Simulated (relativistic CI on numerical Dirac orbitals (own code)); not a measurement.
# L2,3 absorption of manganese in several valence states

Computed multiplet spectra 2p⁶3dⁿ → 2p⁵3dⁿ⁺¹ (Dirac-Coulomb-Breit ions, Slater integrals scaled by 0.7, an assumed crystal field that grows with the charge, no charge transfer; 300 K; Lorentzian 0.4 eV and Gaussian 0.3 eV FWHM at both edges, so that L2 comes out sharper than in experiment). Peaks over 5 % are given in eV from the highest peak in the L3 region of each spectrum (height, largest 100). S of the lowest state is read from ⟨S²⟩, and the branching ratio is the share of L3, cut at the minimum between the edges.

Field parameters in Wybourne normalisation: Oh B⁴₀ = 21Dq, B⁴₄ = √(5/14) B⁴₀. The field is a parameter set, without covalency.

- Mn2+ (d5, Oh, 10Dq = 11800 cm⁻¹): S = 2.50, high spin, branching ratio 0.75; peaks -1.5 (36), 0.0 (100), 1.1 (28), 2.8 (9), 3.6 (6), 9.3 (16), 10.9 (23), 11.9 (18)
- Mn3+ (d4, Oh, 10Dq = 15200 cm⁻¹): S = 1.99, high spin, branching ratio 0.66; peaks -1.9 (55), 0.0 (100), 1.0 (60), 6.9 (17), 8.1 (37), 10.2 (28), 11.2 (34), 12.2 (15)
- Mn4+ (d3, Oh, 10Dq = 18650 cm⁻¹): S = 1.50, branching ratio 0.60; peaks -1.5 (56), 0.0 (100), 1.0 (84), 3.2 (16), 4.6 (9), 8.2 (35), 9.0 (97), 10.3 (40), 11.4 (58)
- Mn5+ (d2, Oh, 10Dq = 22100 cm⁻¹): S = 1.00, branching ratio 0.61; peaks -5.7 (6), -5.2 (7), -2.2 (30), 0.0 (100), 3.1 (14), 4.6 (23), 5.2 (19), 7.2 (22), 8.6 (58), 10.1 (54), 11.1 (57)

The centroid of the whole edge, which also moves with the branching ratio, lies at 645.1 (Mn2+), 648.3 (Mn3+), 652.6 (Mn4+), 657.1 (Mn5+) eV in this ionic model, in steps of 3.2 to 4.5 eV. Compounds show about 1 to 2 eV a unit and lower energies for the high valences, since ligands screen the charge. The multiplet shape follows the d count and the spin state, and so serves as a fingerprint of valence.
